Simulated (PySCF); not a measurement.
Input for PySCF:
```python
from pyscf import gto, scf, dft

mol = gto.M(
    atom='''
As    0.00000000    0.00000000    0.00000000
''',
    basis='6-31g*',
    spin=3,
    verbose=3,
)

mf = dft.UKS(mol)
mf.xc = 'pbe'
mf.grids.atom_grid = (99, 590)
mf.grids.prune = None
mf.kernel()
```

Q: What is the computed number of basis functions (PySCF with PBE/6-31G*)?

A: 32

Q: Give the <S^2> at the level PBE/6-31G*.

A: 3.750

Q: What is the computed dipole moment (PBE/6-31G*)?

A: 0.00 D

Q: Estimate the HOMO energy that PBE/6-31G* returns for this input.

A: -5.90 eV

These values belong to the state on which the SCF converged, which isn't shown to be the lowest.
